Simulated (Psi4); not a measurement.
Job for Psi4: SAPT0/jun-cc-pV(D+d)Z on C2H6OSi (a complex).

```
memory 2025 MB

molecule dimer {
0 1
C    -0.14618371   -0.07036537    0.10699176
C    -1.21301724   -0.45623640    0.49119218
H     0.79929858    0.27475184   -0.23652687
H    -2.16260394   -0.79545715    0.82920939
--
0 1
O     0.60487635   -0.94747439    3.19672031
Si    0.41905943    0.43166049    4.08055492
H     0.27572412   -0.92999139    2.28968949
H     1.12963209    1.58246194    3.46679221
H     0.99209731    0.15078069    5.41271466
H    -1.01038786    0.80864300    4.22396639
units angstrom
symmetry c1
no_reorient
no_com
}

set {
  basis jun-cc-pV(D+d)Z
  scf_type df
  freeze_core true
}

energy('sapt0')
```

Output:

```
[...]
==> Input File <==

--------------------------------------------------------------------------
memory 2025 MB

molecule dimer {
0 1
C    -0.14618371   -0.07036537    0.10699176
C    -1.21301724   -0.45623640    0.49119218
H     0.79929858    0.27475184   -0.23652687
H    -2.16260394   -0.79545715    0.82920939
--
0 1
O     0.60487635   -0.94747439    3.19672031
Si    0.41905943    0.43166049    4.08055492
H     0.27572412   -0.92999139    2.28968949
H     1.12963209    1.58246194    3.46679221
H     0.99209731    0.15078069    5.41271466
H    -1.01038786    0.80864300    4.22396639
units angstrom
symmetry c1
no_reorient
no_com
}

set {
  basis jun-cc-pV(D+d)Z
  scf_type df
  freeze_core true
}

energy('sapt0')
--------------------------------------------------------------------------


   => Loading Basis Set <=

    Name: JUN-CC-PV(D+D)Z
    Role: ORBITAL
    Keyword: BASIS
    atoms 1-2       entry C          line   188 file jun-cc-pv_dpd_z.gbs
    atoms 3-4, 7-10 entry H          line    60 file jun-cc-pv_dpd_z.gbs
    atoms 5         entry O          line   256 file jun-cc-pv_dpd_z.gbs
    atoms 6         entry SI         line   566 file jun-cc-pv_dpd_z.gbs

   => Loading Basis Set <=

    Name: JUN-CC-PV(D+D)Z
    Role: ORBITAL
    Keyword: BASIS
    atoms 1-2       entry C          line   188 file jun-cc-pv_dpd_z.gbs
    atoms 3-4, 7-10 entry H          line    60 file jun-cc-pv_dpd_z.gbs
    atoms 5         entry O          line   256 file jun-cc-pv_dpd_z.gbs
    atoms 6         entry SI         line   566 file jun-cc-pv_dpd_z.gbs


  //>>>>>>>>>>>>>>>>>>>>>>>>>>>>>>>>>>>//
  //              Dimer HF             //
  //<<<<<<<<<<<<<<<<<<<<<<<<<<<<<<<<<<<//

   => Libint2 <=

    Primary   basis highest AM E, G, H:  7, 6, 3
    Auxiliary basis highest AM E, G, H:  7, 7, 4
    Onebody   basis highest AM E, G, H:  -, -, -
    Solid Harmonics ordering:            Gaussian


   => Loading Basis Set <=

    Name: JUN-CC-PV(D+D)Z
    Role: ORBITAL
    Keyword: BASIS
    atoms 1-2       entry C          line   188 file jun-cc-pv_dpd_z.gbs
    atoms 3-4, 7-10 entry H          line    60 file jun-cc-pv_dpd_z.gbs
    atoms 5         entry O          line   256 file jun-cc-pv_dpd_z.gbs
    atoms 6         entry SI         line   566 file jun-cc-pv_dpd_z.gbs


         ---------------------------------------------------------
                                   SCF
               by Justin Turney, Rob Parrish, Andy Simmonett
                          and Daniel G. A. Smith
                              RHF Reference
                        1 Threads,   1931 MiB Core
         ---------------------------------------------------------

  ==> Geometry <==

    Molecular point group: c1
    Full point group: C1

    Geometry (in Angstrom), charge = 0, multiplicity = 1:

       Center              X                  Y                   Z               Mass
    ------------   -----------------  -----------------  -----------------  -----------------
         C           -0.146183710000    -0.070365370000     0.106991760000    12.000000000000
         C           -1.213017240000    -0.456236400000     0.491192180000    12.000000000000
         H            0.799298580000     0.274751840000    -0.236526870000     1.007825032230
         H           -2.162603940000    -0.795457150000     0.829209390000     1.007825032230
         O            0.604876350000    -0.947474390000     3.196720310000    15.994914619570
         SI           0.419059430000     0.431660490000     4.080554920000    27.976926534650
         H            0.275724120000    -0.929991390000     2.289689490000     1.007825032230
         H            1.129632090000     1.582461940000     3.466792210000     1.007825032230
         H            0.992097310000     0.150780690000     5.412714660000     1.007825032230
         H           -1.010387860000     0.808643000000     4.223966390000     1.007825032230

  Running in c1 symmetry.

  Rotational constants: A =      0.30180  B =      0.02311  C =      0.02280 [cm^-1]
  Rotational constants: A =   9047.64015  B =    692.88428  C =    683.50016 [MHz]
  Nuclear repulsion =  140.689254477119647

  Charge       = 0
  Multiplicity = 1
  Electrons    = 40
  Nalpha       = 20
  Nbeta        = 20

  ==> Algorithm <==

  SCF Algorithm Type is DF.
  DIIS enabled.
  MOM disabled.
  Fractional occupation disabled.
  Guess Type is SAD.
  Energy threshold   = 1.00e-08
  Density threshold  = 1.00e-08
  Integral threshold = 1.00e-12

  ==> Primary Basis <==

  Basis Set: JUN-CC-PV(D+D)Z
    Blend: JUN-CC-PV(D+D)Z
    Number of shells: 53
    Number of basis functions: 111
    Number of Cartesian functions: 116
    Spherical Harmonics?: true
    Max angular momentum: 2

   => Loading Basis Set <=

    Name: (JUN-CC-PV(D+D)Z AUX)
    Role: JKFIT
    Keyword: DF_BASIS_SCF
    atoms 1-2       entry C          line   146 file jun-cc-pvdz-jkfit.gbs
    atoms 3-4, 7-10 entry H          line    70 file jun-cc-pvdz-jkfit.gbs

[...]
:  -366.16861143992230

   => Energetics <=

    Nuclear Repulsion Energy =             64.7456438387027475
    One-Electron Energy =                -635.6070731152422013
    Two-Electron Energy =                 204.6928178366171380
    Total Energy =                       -366.1686114399223015

Computation Completed


Properties will be evaluated at   0.000000,   0.000000,   0.000000 [a0]

Properties computed using the SCF density matrix


 Multipole Moments:

 ------------------------------------------------------------------------------------
     Multipole            Electronic (a.u.)      Nuclear  (a.u.)        Total (a.u.)
 ------------------------------------------------------------------------------------

 L = 1.  Multiply by 2.5417464519 to convert [e a0] to [Debye]
 Dipole X            :        -23.1232850           22.8522851           -0.2709999
 Dipole Y            :          0.1752113            0.1423833            0.3175946
 Dipole Z            :       -185.8098944          185.3721062           -0.4377881
 Magnitude           :                                                    0.6049510

 ------------------------------------------------------------------------------------

  Constructing Basis Sets for SAPT...

   => Loading Basis Set <=

    Name: (JUN-CC-PV(D+D)Z AUX)
    Role: RIFIT
    Keyword: DF_BASIS_SAPT
    atoms 1-2       entry C          line   100 file jun-cc-pvdz-ri.gbs
    atoms 3-4, 7-10 entry H          line    30 file jun-cc-pvdz-ri.gbs
    atoms 5         entry O          line   188 file jun-cc-pvdz-ri.gbs
    atoms 6         entry SI         line   376 file jun-cc-pvdz-ri.gbs

   => Loading Basis Set <=

    Name: (JUN-CC-PV(D+D)Z AUX)
    Role: JKFIT
    Keyword: DF_BASIS_ELST
    atoms 1-2       entry C          line   146 file jun-cc-pvdz-jkfit.gbs
    atoms 3-4, 7-10 entry H          line    70 file jun-cc-pvdz-jkfit.gbs
    atoms 5         entry O          line   258 file jun-cc-pvdz-jkfit.gbs
    atoms 6         entry SI         line   506 file jun-cc-pvdz-jkfit.gbs


  //>>>>>>>>>>>>>>>>>>>>>>>>>>>>>>>>>>>//
  //               SAPT0               //
  //<<<<<<<<<<<<<<<<<<<<<<<<<<<<<<<<<<<//



        SAPT0
    Ed Hohenstein
     6 June 2009

      Orbital Information
  --------------------------
    NSO        =       111
    NMO        =       111
    NRI        =       364
    NRI (Elst) =       496
    NOCC A     =         7
    NOCC B     =        13
    FOCC A     =         2
    FOCC B     =         6
    NVIR A     =       104
    NVIR B     =        98

    Elst10,r            =    -0.008437481855 [Eh]
    Exch10              =     0.009597921043 [Eh]
    Exch10 (S^2)        =     0.009528619413 [Eh]

    Maxiter = 50
    CPHF R converge = 1.000000E-08

    Iter     Energy [mEh]          dE [mEh]         Residual      Time [s]
       1      -3.41140042       3.411400417     9.676011e-03             0
       2      -4.34651387       0.935113448     2.290083e-03             0
       3      -4.37993238       0.033418511     5.263316e-04             0
       4      -4.36290981      -0.017022562     1.073616e-04             0
       5      -4.36280776      -0.000102051     2.684187e-05             0
       6      -4.36341056       0.000602800     6.145636e-06             0
       7      -4.36341841       0.000007850     2.003380e-06             0
       8      -4.36338290      -0.000035515     4.505210e-07             0
       9      -4.36338937       0.000006473     2.028967e-07             0
      10      -4.36338744      -0.000001934     5.955382e-08             0
      11      -4.36338778       0.000000345     7.308115e-09             0

    CHF Iterations converged

    Maxiter = 50
    CPHF R converge = 1.000000E-08

    Iter     Energy [mEh]          dE [mEh]         Residual      Time [s]
       1      -0.49133328       0.491333283     3.000829e-03             0
       2      -0.57477848       0.083445202     5.732718e-04             0
       3      -0.57711521       0.002336730     1.556954e-04             0
       4      -0.57650781      -0.000607408     6.154663e-05             0
       5      -0.57612213      -0.000385677     1.022489e-05             0
       6      -0.57621414       0.000092010     1.748646e-06             0
       7      -0.57621135      -0.000002788     3.862649e-07             0
       8      -0.57620976      -0.000001593     7.640158e-08             0
       9      -0.57621010       0.000000344     1.155092e-08             0
      10      -0.57621007      -0.000000031     2.834964e-09             0

    CHF Iterations converged

    Ind20,r (A<-B)      =    -0.004363387782 [Eh]
    Ind20,r (B<-A)      =    -0.000576210070 [Eh]
    Ind20,r             =    -0.004939597853 [Eh]
    Exch-Ind20,r (A<-B) =     0.002904834492 [Eh]
    Exch-Ind20,r (B<-A) =     0.000435653909 [Eh]
    Exch-Ind20,r        =     0.003340488401 [Eh]
    Disp20              =    -0.003838416154 [Eh]
    Disp20 (SS)         =    -0.001919208077 [Eh]
    Disp20 (OS)         =    -0.001919208077 [Eh]
    Exch-Disp20         =     0.000632483637 [Eh]
    Exch-Disp20 (SS)    =     0.000381193414 [Eh]
    Exch-Disp20 (OS)    =     0.000251290223 [Eh]

    SAPT Results
  --------------------------------------------------------------------------------------------------------
    Electrostatics                 -8.43748186 [mEh]      -5.29459980 [kcal/mol]     -22.15260556 [kJ/mol]
      Elst10,r                     -8.43748186 [mEh]      -5.29459980 [kcal/mol]     -22.15260556 [kJ/mol]

    Exchange                        9.59792104 [mEh]       6.02278638 [kcal/mol]      25.19933823 [kJ/mol]
      Exch10                        9.59792104 [mEh]       6.02278638 [kcal/mol]      25.19933823 [kJ/mol]
      Exch10(S^2)                   9.52861941 [mEh]       5.97929895 [kcal/mol]      25.01738682 [kJ/mol]

    Induction                      -2.65402447 [mEh]      -1.66542550 [kcal/mol]      -6.96814029 [kJ/mol]
      Ind20,r                      -4.93959785 [mEh]      -3.09964445 [kcal/mol]     -12.96891238 [kJ/mol]
      Exch-Ind20,r                  3.34048840 [mEh]       2.09618812 [kcal/mol]       8.77045109 [kJ/mol]
      delta HF,r (2)               -1.05491502 [mEh]      -0.66196917 [kcal/mol]      -2.76967900 [kJ/mol]

    Dispersion                     -3.20593252 [mEh]      -2.01175303 [kcal/mol]      -8.41717466 [kJ/mol]
      Disp20                       -3.83841615 [mEh]      -2.40864250 [kcal/mol]     -10.07776022 [kJ/mol]
      Exch-Disp20                   0.63248364 [mEh]       0.39688947 [kcal/mol]       1.66058556 [kJ/mol]
      Disp20 (SS)                  -1.91920808 [mEh]      -1.20432125 [kcal/mol]      -5.03888011 [kJ/mol]
      Disp20 (OS)                  -1.91920808 [mEh]      -1.20432125 [kcal/mol]      -5.03888011 [kJ/mol]
      Exch-Disp20 (SS)              0.38119341 [mEh]       0.23920248 [kcal/mol]       1.00082317 [kJ/mol]
      Exch-Disp20 (OS)              0.25129022 [mEh]       0.15768700 [kcal/mol]       0.65976239 [kJ/mol]

  Total HF                         -1.49358528 [mEh]      -0.93723892 [kcal/mol]      -3.92140763 [kJ/mol]
  Total SAPT0                      -4.69951780 [mEh]      -2.94899194 [kcal/mol]     -12.33858229 [kJ/mol]

  Special recipe for scaled SAPT0 (see Manual):
    Electrostatics sSAPT0          -8.43748186 [mEh]      -5.29459980 [kcal/mol]     -22.15260556 [kJ/mol]
    Exchange sSAPT0                 9.59792104 [mEh]       6.02278638 [kcal/mol]      25.19933823 [kJ/mol]
    Induction sSAPT0               -2.58060699 [mEh]      -1.61935533 [kcal/mol]      -6.77538272 [kJ/mol]
    Dispersion sSAPT0              -3.19203175 [mEh]      -2.00303016 [kcal/mol]      -8.38067820 [kJ/mol]
  Total sSAPT0                     -4.61219955 [mEh]      -2.89419891 [kcal/mol]     -12.10932826 [kJ/mol]
  --------------------------------------------------------------------------------------------------------



*** Psi4 exiting successfully. Buy a developer a beer!
```

The run finished.

Cost: around 7 core-seconds (rough).
